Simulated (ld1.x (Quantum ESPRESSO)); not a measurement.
**u(r) = r·R(r): atom against pseudo-atom (B (Z = 5))**

Columns: radius, all-electron u(r) and pseudo u(r) of the 2s shell (level -9.44 eV) of boron in the configuration [He] 2s2 2p1; PBE, scalar-relativistic, TM scheme, ld1.x (Quantum ESPRESSO) 7.5.

```json
{"r (bohr)": "0.132", "all-electron": "0.2971", "pseudo": "-0.0519"}
{"r (bohr)": "0.265", "all-electron": "0.2542", "pseudo": "-0.1087"}
{"r (bohr)": "0.398", "all-electron": "0.0899", "pseudo": "-0.1744"}
{"r (bohr)": "0.530", "all-electron": "-0.0992", "pseudo": "-0.2522"}
{"r (bohr)": "0.663", "all-electron": "-0.2760", "pseudo": "-0.3444"}
{"r (bohr)": "0.795", "all-electron": "-0.4230", "pseudo": "-0.4450"}
{"r (bohr)": "0.928", "all-electron": "-0.5402", "pseudo": "-0.5442"}
{"r (bohr)": "1.060", "all-electron": "-0.6264", "pseudo": "-0.6266"}
{"r (bohr)": "1.193", "all-electron": "-0.6854", "pseudo": "-0.6854"}
{"r (bohr)": "1.325", "all-electron": "-0.7201", "pseudo": "-0.7201"}
{"r (bohr)": "1.458", "all-electron": "-0.7352", "pseudo": "-0.7352"}
{"r (bohr)": "1.590", "all-electron": "-0.7346", "pseudo": "-0.7346"}
{"r (bohr)": "1.723", "all-electron": "-0.7217", "pseudo": "-0.7217"}
{"r (bohr)": "1.855", "all-electron": "-0.7000", "pseudo": "-0.7000"}
{"r (bohr)": "1.988", "all-electron": "-0.6715", "pseudo": "-0.6715"}
{"r (bohr)": "2.120", "all-electron": "-0.6388", "pseudo": "-0.6388"}
{"r (bohr)": "2.252", "all-electron": "-0.6034", "pseudo": "-0.6034"}
{"r (bohr)": "2.385", "all-electron": "-0.5663", "pseudo": "-0.5663"}
{"r (bohr)": "2.518", "all-electron": "-0.5287", "pseudo": "-0.5287"}
{"r (bohr)": "2.650", "all-electron": "-0.4918", "pseudo": "-0.4918"}
{"r (bohr)": "2.782", "all-electron": "-0.4558", "pseudo": "-0.4558"}
{"r (bohr)": "2.915", "all-electron": "-0.4209", "pseudo": "-0.4209"}
{"r (bohr)": "3.048", "all-electron": "-0.3876", "pseudo": "-0.3876"}
{"r (bohr)": "3.180", "all-electron": "-0.3563", "pseudo": "-0.3563"}
{"r (bohr)": "3.312", "all-electron": "-0.3269", "pseudo": "-0.3269"}
{"r (bohr)": "3.445", "all-electron": "-0.2991", "pseudo": "-0.2991"}
```

Q: How many radial nodes do the two functions have?

A: The all-electron 2s function has n − l − 1 = 1; the pseudo-wave has 0, since the states of the same l below it are removed with the core.

Q: At about which radius was the pseudo-wave matched?

A: 1.20 bohr. The columns agree to 0.0005 from 1.06 bohr on; several derivatives are matched, so the curves merge somewhat inside the radius.

Q: Where does each function peak?

A: Outermost all-electron maximum near 1.46 bohr, pseudo maximum near 1.46 bohr (to the table’s step).

Q: Is the pseudo-wave norm-conserving?

A: Yes: the TM scheme keeps the norm inside the radius equal to the all-electron one, which fixes the energy derivative of the logarithmic derivative at the level.
